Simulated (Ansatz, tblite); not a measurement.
Removing and adding an electron: Be₁₀O₁₀ (started as a model of: (BeO)10 cage of four- and six-membered rings). Total charge 0; singlet. Geometry: PBE-D4/def2-SVP. Ansatz, gas phase; energy differences of separate SCF runs; the oxidised species was run as a doublet alone; the reduced species was run as a doublet alone.

```xyz
20

Be    1.4091   -0.4808   -3.0480
O     2.3223    0.2366   -1.9390
Be    0.9594    1.1288   -1.8203
O     0.0825    0.4228   -3.0038
Be   -0.4137   -0.8713   -2.1395
O     0.9268   -1.7963   -2.2635
Be    1.7896   -1.0542   -1.0920
O     1.2497   -0.9137    0.3498
Be    1.0474    0.6446    0.7372
O     0.3377    1.4844   -0.4502
Be   -1.1329    0.8255   -0.2993
O    -1.1707   -0.7128   -0.8010
Be   -0.3114   -1.3347    0.4212
O    -0.9786   -1.3283    1.8258
Be   -0.2319   -0.2933    2.8349
O     0.5887    0.9550    2.1903
O    -1.9266    1.1638    0.9944
Be   -2.0818   -0.1396    1.9556
O    -1.5365    0.5243    3.3237
Be   -0.9292    1.5394    2.2236
```

The xTB rows come from tblite.

(1) Estimate orbital energies and vertical ionisation energies and electron affinities at: GFN1-xTB; GFN2-xTB; PBE-D4/def2-SVP; PBE0-D4/def2-SVP.

Answers

(1) 
```json
{"level": "GFN1-xTB", "−HOMO (eV)": "9.28", "vertical IE (eV)": "11.98", "−LUMO (eV)": "6.78", "vertical EA (eV)": "4.36", "HOMO–LUMO gap (eV)": "2.50", "IE − EA (eV)": "7.63", "remarks": "–"}
{"level": "GFN2-xTB", "−HOMO (eV)": "11.38", "vertical IE (eV)": "14.15", "−LUMO (eV)": "8.92", "vertical EA (eV)": "6.33", "HOMO–LUMO gap (eV)": "2.46", "IE − EA (eV)": "7.82", "remarks": "–"}
{"level": "PBE-D4/def2-SVP", "−HOMO (eV)": "7.15", "vertical IE (eV)": "–", "−LUMO (eV)": "2.26", "vertical EA (eV)": "0.73", "HOMO–LUMO gap (eV)": "4.89", "IE − EA (eV)": "–", "remarks": "HOMO above zero (-1 doublet)"}
{"level": "PBE0-D4/def2-SVP", "−HOMO (eV)": "8.78", "vertical IE (eV)": "10.45", "−LUMO (eV)": "1.40", "vertical EA (eV)": "0.35", "HOMO–LUMO gap (eV)": "7.37", "IE − EA (eV)": "10.10", "remarks": "HOMO above zero (-1 doublet)"}
```

Run but left out: PBE-D4/def2-SVP (charge +1 doublet: an occupied level 0.23 eV above an empty one).   A HOMO above zero means that the electron is unbound at that level or that self-interaction error raises the level; the energy of removing that electron tells which. Raw xTB energy differences between charge states are shifted by several eV; the methods need an empirical correction for them. Sets without diffuse functions give affinities that are too small.
